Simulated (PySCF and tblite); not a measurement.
The numbers below are computed, except where a source is named.
**Dynamics report: rotation**

System: C6H5NO2, numbered as in [CH2:1]=[CH:2][c:3]1[cH:4][c:5](=[O:6])[o:7][cH:8][n:9]1.

Motion: rotation about the C3–C2 bond (torsion C4–C3–C2–C1 from 180° to 360°, rising). Geometries: GFN2-xTB; energies: PBE0/pcSseg-1 + D3(BJ); zero-point and thermal terms from GFN2-xTB harmonic modes (soft modes blended into free rotors). Rates follow Eyring's equation with the number of equivalent paths and no tunnelling. Programs: tblite and PySCF.

```
 point  symmetry  E(GFN2) kcal/mol  E(DFT) kcal/mol  ZPE change kcal/mol  lowest mode cm⁻¹  dipole D
 start        Cs               0.0              0.0                 0.00                79      3.64
saddle        C1               5.4              8.2                -0.36              117i      3.14
   end        Cs               0.9              2.8                -0.07                44      3.40
```

| Quantity | Value |
| --- | --- |
| Electronic barrier | 8.2 kcal/mol |
| Barrier with zero-point energy | 7.8 kcal/mol |
| ΔH‡ (298 K) | 7.5 kcal/mol |
| ΔS‡ (298 K, symmetry apart) | -2.3 cal/(mol K) |
| Paths | 2 equivalent paths |
| End point | a different minimum |
| Mean lifetime of the start against this motion at 298 K | 72 ns |
| Cost | 95 s on 1 thread of Arm Neoverse V1 (shared host) (rough), peak memory 0.82 GiB, launched as `OMP_NUM_THREADS=1 python ens_run.py task.json out` |

```json
{"T/K": "150", "ΔG‡ kcal/mol": "7.9", "k s⁻¹": "19", "ΔG kcal/mol": "2.6", "k back s⁻¹": "1.4×10⁵"}
{"T/K": "200", "ΔG‡ kcal/mol": "8.0", "k s⁻¹": "1.7×10⁴", "ΔG kcal/mol": "2.6", "k back s⁻¹": "1.2×10⁷"}
{"T/K": "250", "ΔG‡ kcal/mol": "8.0", "k s⁻¹": "9.9×10⁵", "ΔG kcal/mol": "2.6", "k back s⁻¹": "1.8×10⁸"}
{"T/K": "298", "ΔG‡ kcal/mol": "8.1", "k s⁻¹": "1.4×10⁷", "ΔG kcal/mol": "2.6", "k back s⁻¹": "1.1×10⁹"}
{"T/K": "350", "ΔG‡ kcal/mol": "8.2", "k s⁻¹": "1.1×10⁸", "ΔG kcal/mol": "2.6", "k back s⁻¹": "4.2×10⁹"}
{"T/K": "400", "ΔG‡ kcal/mol": "8.3", "k s⁻¹": "4.7×10⁸", "ΔG kcal/mol": "2.5", "k back s⁻¹": "1.1×10¹⁰"}
{"T/K": "500", "ΔG‡ kcal/mol": "8.6", "k s⁻¹": "3.7×10⁹", "ΔG kcal/mol": "2.5", "k back s⁻¹": "4.6×10¹⁰"}
```

ΔG and ΔG‡ leave out symmetry numbers and mirror images; rates count paths: 2 out, 2 back.
